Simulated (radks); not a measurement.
Values are calculated unless marked as measured or tabulated.
Ionisation of W, [Xe] 4f14 5d4 6s2, to W+, [Xe] 4f14 5d4 6s1, under several functionals. Scalar-relativistic Kohn-Sham, spin-polarised, spherical densities, finite nucleus; open shells are filled with parallel spins first (spin-orbit coupling, left out, can overturn this in heavy ions); a radial shooting solver on a logarithmic mesh with Libxc functionals. Known Delta-SCF values: LDA (Slater exchange, Perdew-Zunger correlation) 7.983 eV; LDA (Slater exchange, Perdew-Wang correlation) 7.958 eV. What does BP86 give, and what is its highest occupied eigenvalue?

Answer. 7.753 eV by Delta-SCF; the 6s eigenvalue is -4.967 eV. NIST: 7.864 eV (measured).
